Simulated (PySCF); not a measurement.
O2Se, SMILES O=[Se]=O. Atoms are numbered in the order given.

```xyz
3

O      0.0000    -1.3340     0.5929
Se     0.0000     0.0000    -0.2790
O      0.0000     1.3340     0.5929
```
Charge 0, spin multiplicity 1.

Coordinates come from a ωB97X-D3(BJ)/def2-TZVP optimisation.

All values below come from ωB97X-D3(BJ)/def2-TZVP (PySCF).

Frequencies are harmonic and unscaled.

Q: List the normal modes with their intensities. (An estimate is asked for; the answer gives what the named calculation found.)

A: 
```
mode  ν (cm⁻¹)  IR (km/mol)  moving atoms (share of kinetic energy)
----  --------  -----------  --------------------------------------
1          391         29.0                         O 82 %, Se 18 %
2         1043         16.7                         O 89 %, Se 11 %
3         1081        144.7                         O 78 %, Se 22 %
```
